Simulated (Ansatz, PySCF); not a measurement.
Gas-phase reaction in SMILES: CCCCCO → [CH2]CC + [CH2]CO (the C-C bond at the site shown breaks; other sites are not compared here)
Geometries: B3LYP-D3(BJ)/def2-TZVP minima from Ansatz (a quantum-chemistry and plane-wave program), one conformer each, not searched for the lowest. Frequencies are from Ansatz or PySCF.

Quantity: bond dissociation energy (enthalpy at 298 K, with B3LYP-D3(BJ) rigid-rotor harmonic-oscillator terms), in kcal/mol. Correlated levels leave the core frozen unless marked. UHF or UKS for open shells. Spin-orbit coupling is left out. No relativistic terms. Basis-set limits of correlation are two-point, X^-3; Hartree-Fock from the larger set. [CCSD(T)-MP2]/basis is that difference in the basis named.

RI-MP2/CBS(cc-pVTZ,cc-pVQZ)+[CCSD(T)-MP2]/cc-pVTZ (Ansatz) gives 90.6 kcal/mol.

### Question
Another calculation gave 84.4 kcal/mol. Which level was it?
(A) SVWN5/def2-TZVPD (Ansatz)
(B) wB97M-V/def2-TZVPD (Ansatz)
(C) LC-wPBE/def2-TZVPD (Ansatz)
(D) revPBE/def2-TZVPD (Ansatz)

### Answer
C, LC-wPBE/def2-TZVPD (Ansatz). The others give 103.3 (SVWN5), 77.9 (revPBE), 89.6 (wB97M-V) kcal/mol.
